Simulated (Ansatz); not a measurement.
`O[Si@H]1S[C@H]1F` at its PBE0-D4/def2-TZVP geometry, where that method's forces vanish. Charge 0, multiplicity 1.

| atom | x (Å) | y (Å) | z (Å) |
| --- | --- | --- | --- |
| O1 | 0.8325 | -0.8673 | 1.4837 |
| Si2 | -0.3045 | 0.0405 | 0.7551 |
| S3 | 0.1702 | 1.7748 | -0.2988 |
| C4 | -0.3374 | 0.1679 | -1.0855 |
| F5 | 0.6689 | -0.4499 | -1.7861 |
| H6 | 1.6905 | -0.9220 | 1.0552 |
| H7 | -1.5084 | -0.0178 | 1.5978 |
| H8 | -1.2118 | 0.2736 | -1.7212 |

For each bond, give half the difference of the two atoms' forces along it (eV/Å; positive pushes the atoms apart) under PBE-D4, r2SCAN-D4, B3LYP-D4, ωB97M-V in def2-TZVPP. (Best estimate.)

Computed: 
```
  bond  length (Å)  PBE-D4  r2SCAN-D4  B3LYP-D4  ωB97M-V
O1–Si2       1.627    0.33       0.06      0.11     0.12
 O1–H6       0.961    0.32       0.01     -0.02    -0.06
Si2–S3       2.084    0.24       0.11      0.26     0.04
Si2–C4       1.845   -0.06      -0.05      0.04    -0.04
Si2–H7       1.471   -0.03      -0.04     -0.19    -0.20
 S3–C4       1.860    0.26       0.18      0.28     0.01
 C4–F5       1.373    0.52       0.34      0.39     0.32
 C4–H8       1.086    0.02      -0.11     -0.22    -0.17
```

B3LYP here is the variant with VWN-RPA as its local correlation; programs differ in this.
